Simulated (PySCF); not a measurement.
C3H8GeSi, SMILES CC1=[CH][GeH2][SiH2]1.

Geometry: PBE0-D3(BJ)/def2-SVP. This is a generated structure with no PubChem entry under its InChIKey; it may be hypothetical.

The numbers are results of PBE0-D3(BJ)/def2-SVP run with PySCF, not measurements.

Frequencies are harmonic and unscaled.

```
mode  ν (cm⁻¹)  IR (km/mol)  moving atoms (share of kinetic energy)
----  --------  -----------  --------------------------------------
1          120          0.5                          H 50 %, C 41 %
2          170          0.1                          H 83 %, C 17 %
3          269          0.2                 C 40 %, H 29 %, Si 25 %
4          293          0.5                          H 59 %, C 40 %
5          339          5.2                Ge 41 %, C 39 %, Si 12 %
6          374          1.1        Si 52 %, C 20 %, H 15 %, Ge 13 %
7          398         18.6                                  H 91 %
8          530          0.1                 H 75 %, C 10 %, Si 10 %
9          590          2.3                 C 45 %, Si 27 %, H 27 %
10         597         11.5                                  H 92 %
11         623         73.9                          H 81 %, C 11 %
12         663         11.8                          H 80 %, C 16 %
13         709         12.6                          C 61 %, H 32 %
14         752        100.6                         H 80 %, Si 12 %
15         865         50.2                          H 79 %, C 20 %
16         880        114.3                                  H 98 %
17         943        107.2                                  H 95 %
18         988         16.0                          H 65 %, C 35 %
19        1038          1.2                          H 62 %, C 38 %
20        1113          2.7                          H 53 %, C 47 %
21        1239          7.9                          C 56 %, H 43 %
22        1380          1.4                          H 74 %, C 26 %
23        1444         11.8                                  H 96 %
24        1446         13.7                                  H 94 %
25        1628          6.7                                  C 95 %
26        2138        155.6                                  H 99 %
27        2140        112.3                                  H 98 %
28        2206        122.0                                  H 98 %
29        2211        119.7                                  H 96 %
30        3040         20.8                                  H 97 %
31        3125          6.2                           H 91 %, C 9 %
32        3141         20.8                           H 92 %, C 8 %
33        3144          7.8                          H 90 %, C 10 %
```
